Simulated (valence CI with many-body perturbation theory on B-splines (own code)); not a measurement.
## Sb XI: input, log and results

Method: relativistic CI+MBPT: five valence electrons over a frozen Dirac-Fock core [Kr], radial functions for each j: 7 s, 7 p, 8 d, 6 f, 4 g, 1 h, with the one-electron correlation potential Σ1 (screened to all orders), the two-electron term Σ2, the three-electron term Σ3, Breit, model QED; selected single and double excitations, second order for the rest, scaled by the run's own slope (own B-spline code, finite nucleus).

Command, and the settings that its task file holds:

```sh
python run_cv.py task.json out
```

```
atom Sb  Z=51  mass_number=121  rms_radius_fm=4.6802
core [Kr]
valence 4d5
avg = 1
basis = M
beyond = 1
breit = 1
cap = 32000
capref = 2200
cscale = 1
de = 0.0
dress = 0
eps = 2e-08
extrap = 1
h = 0.27
hh = 1
l2 = 3
lcore = 6
maxit = 60
n2 = 5
natural = 1
nlev = 190
nno = [4, 4, 5, 4, 3, 1]
nroot = 40
nsp = [3, 3, 3, 2, 1, 0]
pt2 = 1
qed = 1
rpa = 1
s1 = 1
s2 = 1
s3 = 1
screen = 1
tol = 2e-05
whole = 1
```

It took 36 min on 1 thread of Intel(R) Xeon(R) Processor @ 2.30GHz, on a shared host.

Log. The first blocks belong to the next ion, which gives the ionisation energy. Fields: 2J, parity (1 odd), roots, reference size, generating configurations, candidates as configurations/state functions, variational space P, stored matrix elements, Davidson steps; e2 is the range of second-order energies in hartree. The first line gives the box (bohr), its intervals, the orbitals and the steps of their self-consistent field. Window is the range of levels sought, series limit the energy at which the first omitted orbital would enter, core excitation an estimate of the first excitation out of the core, left out the lowest levels not solved, and shifts from estimates the range by which levels moved from their first estimate, all in cm⁻¹.

```
rmax 12.3 intervals 63 orbitals 59 references ['4d5', '4d4 5s', '4d4 5p', '4d4 4f'] scf 7 t 2.6
2J=0 par=0 roots 2 ref 7 generators 4 cand 1624/3188 P 1630/3195 nnz 2.1e+06 it 5
2J=0 par=0 roots 2 ref 7 generators 16 cand 1655/4358 P 3285/7553 nnz 5.6e+06 it 6
   second order: generators 34 cand 23407/62812 e2 -0.00007 -0.00004
2J=2 par=0 roots 2 ref 11 generators 3 cand 619/3177 P 626/3188 nnz 2.4e+06 it 5
2J=2 par=0 roots 2 ref 11 generators 18 cand 1952/10975 P 2578/14163 nnz 2.8e+07 it 6
   second order: generators 39 cand 23619/175016 e2 -0.00012 -0.00006
2J=4 par=0 roots 2 ref 18 generators 4 cand 393/3119 P 401/3137 nnz 2.4e+06 it 6
2J=4 par=0 roots 2 ref 18 generators 14 cand 1839/12848 P 2240/15985 nnz 4.5e+07 it 6
   second order: generators 35 cand 25090/273230 e2 -0.00021 -0.00011
reference levels 1510, estimated 836, window 675488 1/cm; series limit 1305103, core excitation 536349
2J=5 par=0 roots 25 ref 100 generators 35 cand 136/1998 P 538/7262 nnz 9.7e+06 it 9
2J=5 par=0 roots 25 ref 100 generators 76 cand 1500/22052 P 2038/29314 nnz 1.1e+08 it 10
   second order: generators 173 cand 112191/3830545 e2 -0.01605 -0.00160
2J=7 par=0 roots 21 ref 88 generators 27 cand 125/1831 P 476/6538 nnz 8.1e+06 it 8
2J=7 par=0 roots 21 ref 88 generators 67 cand 1497/22863 P 1973/29401 nnz 1.1e+08 it 10
   second order: generators 161 cand 112507/4310698 e2 -0.01570 -0.00273
2J=11 par=0 roots 8 ref 40 generators 27 cand 366/3974 P 602/6302 nnz 7e+06 it 7
2J=11 par=0 roots 8 ref 40 generators 54 cand 1914/24369 P 2516/30671 nnz 1.2e+08 it 10
   second order: generators 135 cand 108244/3806445 e2 -0.01241 -0.00190
2J=9 par=0 roots 15 ref 68 generators 30 cand 195/2467 P 488/6156 nnz 7.3e+06 it 10
2J=9 par=0 roots 15 ref 68 generators 67 cand 1678/23120 P 2166/29276 nnz 1.1e+08 it 10
   second order: generators 164 cand 112571/4245994 e2 -0.01563 -0.00232
2J=3 par=0 roots 20 ref 84 generators 32 cand 164/1969 P 575/6304 nnz 6.8e+06 it 8
2J=3 par=0 roots 20 ref 84 generators 70 cand 2190/25047 P 2765/31351 nnz 1.1e+08 it 14
   second order: generators 181 cand 120960/3248908 e2 -0.01310 -0.00160
2J=1 par=0 roots 14 ref 50 generators 31 cand 581/3888 P 995/6352 nnz 5.6e+06 it 9
2J=1 par=0 roots 14 ref 50 generators 72 cand 3507/25578 P 4502/31930 nnz 9e+07 it 12
   second order: generators 165 cand 110190/1563350 e2 -0.00585 -0.00052
2J=13 par=0 roots 4 ref 20 generators 12 cand 549/4013 P 835/6314 nnz 6.7e+06 it 8
...
2J=3 par=1 roots 35 ref 166 generators 84 cand 1063/20532 P 1617/28058 nnz 8.6e+07 it 14
   second order: generators 177 cand 124660/3608884 e2 -0.01118 -0.00595
2J=1 par=1 roots 21 ref 96 generators 26 cand 251/2719 P 746/6167 nnz 5.9e+06 it 11
2J=1 par=1 roots 21 ref 96 generators 82 cand 2399/25595 P 3145/31762 nnz 8.5e+07 it 17
   second order: generators 183 cand 126848/1998418 e2 -0.00476 -0.00231
2J=17 par=1 roots 6 ref 12 generators 6 cand 376/3798 P 752/6272 nnz 6.7e+06 it 4
2J=17 par=1 roots 6 ref 12 generators 19 cand 2123/25196 P 2875/31468 nnz 1.2e+08 it 7
   second order: generators 53 cand 62675/1695615 e2 -0.00189 -0.00163
left out: unestimated 735003, estimated 703992, shifts from estimates -424 to 331
operators 3.8
```

The Davidson iterations converged.

No measured levels were compared; by estimate terms of the open shell hold to 2 to 4 % of their energy, and close levels can change places. Not all symmetries were solved, so the list stops early. Among the levels kept, up to 1300 cm⁻¹ of a level comes from second order outside the variational space, and about a tenth of that is noise between levels of different J, which matters for small intervals. Excitations out of the core, of the other parity, are not computed and may begin above about 53.2 eV (a cautious bound); beyond it only levels of the ground parity were kept, without lifetimes.

```
Valence energy                            : -48.95477 hartree
Ionisation energy                         : 214.52 eV (NIST: 214 ± 2.4 eV (theoretical))
Reference configurations for the orbitals : 4d5, 4d4 5s, 4d4 5p, 4d4 4f
Radial orbitals                           : 59
Box radius                                : 12.27 bohr
Largest variational space                 : 31930
Lowest levels                             : 4d⁵ ⁶S_5/2 0.0, 4d⁵ ⁴G_5/2 [a] 33777, 4d⁵ ⁴G_7/2 37669, 4d⁵ ⁴G_11/2 38557, 4d⁵ ⁴G_9/2 39363, 4d⁵ ⁴G_5/2 [b] 39603, 4d⁵ ⁴D_3/2 40487, 4d⁵ ⁴P_1/2 44089, 4d⁵ ⁴D_7/2 46859, 4d⁵ ⁴D_5/2 51440, 4d⁵ ⁴D_1/2 52058, 4d⁵ ⁴P_3/2 54063, 4d⁵ ²I_11/2 54732, 4d⁵ ²I_13/2 58326 cm⁻¹
```

Names give the largest LS component (configuration and term), which can be under half, so a name can repeat, a term be missing and a line seem to break the LS rules; names also repeat where a configuration has a term twice. Letters in brackets count levels of one name in rising energy.
